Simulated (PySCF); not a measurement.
# Correlation energy of Si⁺ (silicon, charge +1)

[Ne] 3s2 3p1, 2P determinant. All numbers are calculated (PySCF 2.14, scalar relativity by spin-free X2C-1e, in cc-pVDZ-DK (4s3p1d, 18 functions)). Frozen: [Ne]; 3 electrons correlated.

MP2 pair energies summed by pair of shells (mhartree):

```
 pair  energy  share (%)
3s-3s  -20.25       58.3
3s-3p  -14.47       41.7
```

Total MP2 correlation energy: -34.72 mhartree.

Same-spin part -2.22 and opposite-spin part -32.50 mhartree; SCS-MP2 scales them by 1/3 and 6/5 to -39.74 mhartree.

```tsv
level	correlation energy (mhartree)
CCSD	-53.03
(T)	-0.63
CCSD(T)	-53.66
```

Diagnostics: T1 = 0.012, D1 = 0.0275, largest double amplitude 0.109.

**Question.** Is a single reference adequate?

**Answer.** Mostly. T1 lies below 0.03, but a double amplitude of this size points to a near-degeneracy that CCSD handles and MP2 describes poorly.
